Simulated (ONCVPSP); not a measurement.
## Pseudopotential generation for dysprosium: ONCV, PBEsol, scalar-relativistic.

ONCVPSP 4.0.1 was run on this input:

```
# ATOM AND REFERENCE CONFIGURATION
# atsym  z   nc   nv     iexc    psfile
  Dy 66.00   10    4  -116133      upf
#
#   n    l    f
    1    0    2.00
    2    0    2.00
    2    1    6.00
    3    0    2.00
    3    1    6.00
    3    2   10.00
    4    0    2.00
    4    1    6.00
    4    2   10.00
    4    3    9.00
    5    0    2.00
    5    1    6.00
    5    2    1.00
    6    0    0.50
#
# PSEUDOPOTENTIAL AND OPTIMIZATION
# lmax
    2
#
#   l,   rc,      ep,       ncon, nbas, qcut
    0    1.95    0.00    4    8    6.60
    1    1.95    0.00    3    7    6.70
    2    2.05    0.00    4    8    4.50
#
# LOCAL POTENTIAL
# lloc, lpopt,  rc(5),   dvloc0
    4    4    1.60    3.00
#
# VANDERBILT-KLEINMAN-BYLANDER PROJECTORs
# l, nproj, debl
    0    2    3.90
    1    1    2.60
    2    2    1.90
#
# MODEL CORE CHARGE
# icmod, fcfact, rcfact
    1    0.30    0.00
#
# LOG DERIVATIVE ANALYSIS
# epsh1, epsh2, depsh
   -4.00    5.00    0.02
#
# OUTPUT GRID
# rlmax, drl
    6.00    0.01
#
# TEST CONFIGURATIONS
# ncnf
    4
# nvcnf
#   n    l    f
    4
    5    0    2.00
    5    1    6.00
    5    2    1.00
    6    0    2.00
#
    4
    5    0    2.00
    5    1    6.00
    5    2    1.00
    6    0    1.00
#
    4
    5    0    2.00
    5    1    6.00
    5    2    1.00
    6    0    0.00
#
    4
    5    0    1.00
    5    1    6.00
    5    2    1.00
    6    0    2.00
#
```

Command:

```bash
oncvpsp.x < Dy.dat > Dy.out
```

Resulting log (shortened: citation, most of the input echo, consistency checks and plot data are left out):

```
ONCVPSP  (Optimized Norm-Conservinng Vanderbilt PSeudopotential)
scalar-relativistic version 4.0.1

#   n    l    f        energy (Ha)
    1    0    2.00    -1.9718860E+03
    2    0    2.00    -3.2890376E+02
    2    1    6.00    -2.9192094E+02
    3    0    2.00    -7.3720214E+01
    3    1    6.00    -6.2369610E+01
    3    2   10.00    -4.7770634E+01
    4    0    2.00    -1.5086847E+01
    4    1    6.00    -1.1345159E+01
    4    2   10.00    -6.2507371E+00
    4    3    9.00    -7.1136347E-01
    5    0    2.00    -2.3153908E+00
    5    1    6.00    -1.4204213E+00
    5    2    1.00    -4.2711718E-01
    6    0    0.50    -4.5426553E-01

Reference configufation results
  iterations    30
  all-electron total energy (Ha)   -1.21526264D+04

Begin loop to  construct optimized pseudo wave functions
and semi-local pseudopoentials for all angular momenta

Calculating optimized projector #   1

 for l=   0

    Fraction of norm inside rc  0.928700
    Optimizing pswf for qcut=   6.60 a_B^-1,  ecut=  21.79 Ha
    Residual kinetic energy error=  1.17D-06 Ha

    Energy error per electron        Cutoff
         Ha          eV             Ha
         0.01000     0.27211       11.40
         0.00100     0.02721       15.04
         0.00010     0.00272       17.72
         0.00001     0.00027       19.72

Calculating optimized projector #   2

 for l=   0

    Fraction of norm inside rc  0.069400
    Optimizing pswf for qcut=   6.60 a_B^-1,  ecut=  21.79 Ha
    Residual kinetic energy error=  1.38D-06 Ha

    Energy error per electron        Cutoff
         Ha          eV             Ha
         0.01000     0.27211        9.37
         0.00100     0.02721       13.92
         0.00010     0.00272       17.19
         0.00001     0.00027       19.68

Calculating optimized projector #   1

 for l=   1

    Fraction of norm inside rc  0.819659
    Optimizing pswf for qcut=   6.71 a_B^-1,  ecut=  22.50 Ha
    Residual kinetic energy error=  1.20D-06 Ha

    Energy error per electron        Cutoff
         Ha          eV             Ha
         0.01000     0.27211        5.74
         0.00100     0.02721       13.53
         0.00010     0.00272       17.30
         0.00001     0.00027       19.90

   Wellstate for l =  2  n =  7
     eigenvalue =   1.4729
     asymptotic potential =   1.9729
     half-point radius =  4.1843

Calculating optimized projector #   1

 for l=   2

    Fraction of norm inside rc  0.417650
    Optimizing pswf for qcut=   4.49 a_B^-1,  ecut=  10.10 Ha
    Residual kinetic energy error=  3.21D-04 Ha

    Energy error per electron        Cutoff
         Ha          eV             Ha
         0.01000     0.27211        6.65
         0.00100     0.02721        8.97
         0.00010     0.00272       12.76
         0.00001     0.00027       45.64

Calculating optimized projector #   2

 for l=   2

    Fraction of norm inside rc  0.101184
    Optimizing pswf for qcut=   4.49 a_B^-1,  ecut=  10.10 Ha
    Residual kinetic energy error=  1.26D-03 Ha

    Energy error per electron        Cutoff
         Ha          eV             Ha
         0.01000     0.27211        7.79
         0.00100     0.02721       10.39
         0.00010     0.00272       15.43
         0.00001     0.00027       28.43

Construct Vanderbilt / Kleinmman-Bylander projectors

B matrix Hermiticity error, ll=   0
   1   2    1.9784E-04

  Orthonormal projector coefficients  5.0530E+00 -5.7468E-01

B matrix Hermiticity error, ll=   2
   1   2   -1.2579E-04

  Orthonormal projector coefficients -3.4463E-01  1.9817E-01

Model core correction analysis
  based on d2Exc/dn_idn_j

d2excae - all-electron derivatives

   -2.537524D-02   -2.178908D-02   -8.356239D-03   -1.269197D-03
   -2.195546D-02   -2.113880D-02   -9.776678D-03   -8.026397D-04
   -8.974582D-03   -1.054928D-02   -6.532428D-03   -2.266135D-04
   -1.698262D-03   -1.505173D-03   -8.454552D-04   -1.809793D-04

d2excps - pseudofunction derivatives with no core correction

   -4.097537D-02   -3.176111D-02   -1.099621D-02   -2.828752D-03
   -3.196100D-02   -2.807047D-02   -1.191994D-02   -1.704361D-03
   -1.173470D-02   -1.284255D-02   -7.537688D-03   -3.826104D-04
   -3.341286D-03   -2.543345D-03   -1.121541D-03   -3.631426D-04

rms 2nd derivative error    5.720422E-03

Polynomial model core charge

d2excps - pseudofunction derivatives with core correction

   -2.536277D-02   -2.168957D-02   -8.588691D-03   -1.390551D-03
   -2.185589D-02   -2.085052D-02   -9.879876D-03   -8.992418D-04
   -9.206801D-03   -1.065243D-02   -6.624149D-03   -2.587392D-04
   -1.819469D-03   -1.601767D-03   -8.775236D-04   -2.000721D-04

rms 2nd derivative error    1.349183E-04

Pseudoatom total energy  -38.250267

Diagnostic tests using Vanderbilt-Kleinman-Bylander pseudopotentials
  1 or more projectors used as specified by nproj input data

   l    rcore       rmatch      e in        delta e   norm test  slope test

   0   1.9544290   2.0137697  -2.3153908   0.0000003   1.0001618   1.0001583
   0   1.9544290   2.0137697  -0.4542655   0.0000031   1.0000335   1.0000296

   1   1.9544290   2.0137697  -1.4204213   0.0000053   0.9999990   1.0000157

   2   2.0502355   2.1124851  -0.4271172   0.0000022   1.0000447   1.0000565
   2   2.0502355   2.1124851   1.4728828   0.0000124   1.0002392   1.0002392

 Testing for bound ghosts
   n   l    E NL Schr. Eq   E Basis Diag.   E Cutoff

   1   0       -2.315390       -2.315389     69.16
   2   0       -0.454262       -0.425759     69.16

   2   1       -1.420416       -1.420394     40.66

   3   2       -0.427115       -0.422714     81.73

 Testing for highly-localized positive-energy ghosts
       l    <radius>/rc     E Basis Diag.   E Cutoff

Test configuration 0

   n   l     f        eae           eps        diff
   1   0  2.0000-1971.88603553
   2   0  2.0000 -328.90375935
   2   1  6.0000 -291.92094238
   3   0  2.0000  -73.72021375
   3   1  6.0000  -62.36961027
   3   2 10.0000  -47.77063360
   4   0  2.0000  -15.08684729
   4   1  6.0000  -11.34515897
   4   2 10.0000   -6.25073709
   4   3  9.0000   -0.71136347
   5   0  2.0000   -2.31539079   -2.31539048    3.07D-07
   5   1  6.0000   -1.42042133   -1.42041600    5.33D-06
   5   2  1.0000   -0.42711718   -0.42711498    2.20D-06
   6   0  0.5000   -0.45426553   -0.45426240    3.13D-06

    Total energies and differences
      AE_ref= -1.21526264D+04  AE_tst= -1.21526264D+04  dif=  0.00D+00
      PS_ref= -3.82502670D+01  PS_tst= -3.82502670D+01  dif= -7.82D-14
      PSP excitation error=  7.82D-14

Test configuration 1

   n   l     f        eae           eps        diff
   1   0  2.0000-1971.51083045
   2   0  2.0000 -328.53058345
   2   1  6.0000 -291.54763856
   3   0  2.0000  -73.34776926
   3   1  6.0000  -61.99714955
   3   2 10.0000  -47.39817589
   4   0  2.0000  -14.71419438
   4   1  6.0000  -10.97245455
   4   2 10.0000   -5.87803662
   4   3  9.0000   -0.33890370
   5   0  2.0000   -1.94239530   -1.93960779    2.79D-03
   5   1  6.0000   -1.04828762   -1.04643220    1.86D-03
   5   2  1.0000   -0.08578482   -0.08535008    4.35D-04
   6   0  2.0000   -0.15751358   -0.15732341    1.90D-04

    Total energies and differences
      AE_ref= -1.21526264D+04  AE_tst= -1.21530800D+04  dif= -4.54D-01
      PS_ref= -3.82502670D+01  PS_tst= -3.87037003D+01  dif= -4.53D-01
      PSP excitation error= -1.65D-04

Test configuration 2

   n   l     f        eae           eps        diff
   1   0  2.0000-1971.75027151
   2   0  2.0000 -328.76882463
   2   1  6.0000 -291.78595215
   3   0  2.0000  -73.58566369
   3   1  6.0000  -62.23505243
   3   2 10.0000  -47.63606480
   4   0  2.0000  -14.95219632
   4   1  6.0000  -11.21047801
   4   2 10.0000   -6.11604349
   4   3  9.0000   -0.57679354
   5   0  2.0000   -2.18059312   -2.17915534    1.44D-03
   5   1  6.0000   -1.28622444   -1.28520502    1.02D-03
   5   2  1.0000   -0.30513394   -0.30476534    3.69D-04
   6   0  1.0000   -0.35114634   -0.35094002    2.06D-04

    Total energies and differences
      AE_ref= -1.21526264D+04  AE_tst= -1.21528276D+04  dif= -2.01D-01
      PS_ref= -3.82502670D+01  PS_tst= -3.84514341D+01  dif= -2.01D-01
      PSP excitation error= -3.86D-06

Test configuration 3

   n   l     f        eae           eps        diff
   1   0  2.0000-1972.03123275
   2   0  2.0000 -329.04796902
   2   1  6.0000 -292.06522049
   3   0  2.0000  -73.86388290
   3   1  6.0000  -62.51328977
   3   2 10.0000  -47.91433800
   4   0  2.0000  -15.23066594
   4   1  6.0000  -11.48902407
   4   2 10.0000   -6.39463471
   4   3  9.0000   -0.85508195
   5   0  2.0000   -2.45938321   -2.46142399   -2.04D-03
   5   1  6.0000   -1.56332455   -1.56481498   -1.49D-03
   5   2  1.0000   -0.55619711   -0.55687240   -6.75D-04

    Total energies and differences
      AE_ref= -1.21526264D+04  AE_tst= -1.21523728D+04  dif=  2.54D-01
      PS_ref= -3.82502670D+01  PS_tst= -3.79965026D+01  dif=  2.54D-01
      PSP excitation error= -1.67D-04

Test configuration 4

   n   l     f        eae           eps        diff
   1   0  2.0000-1972.00765507
   2   0  2.0000 -329.01208272
   2   1  6.0000 -292.03045700
   3   0  2.0000  -73.81680034
   3   1  6.0000  -62.46641878
   3   2 10.0000  -47.86834351
   4   0  2.0000  -15.18728147
   4   1  6.0000  -11.44660783
   4   2 10.0000   -6.35259713
   4   3  9.0000   -0.80297569
   5   0  1.0000   -2.38051024   -2.40544385   -2.49D-02
   5   1  6.0000   -1.46269395   -1.47985602   -1.72D-02
   5   2  1.0000   -0.41162623   -0.41597410   -4.35D-03
   6   0  2.0000   -0.40548583   -0.40730499   -1.82D-03

    Total energies and differences
      AE_ref= -1.21526264D+04  AE_tst= -1.21509268D+04  dif=  1.70D+00
      PS_ref= -3.82502670D+01  PS_tst= -3.65383679D+01  dif=  1.71D+00
      PSP excitation error= -1.24D-02
```

The run took about 3.8 s on one core of a shared server CPU.
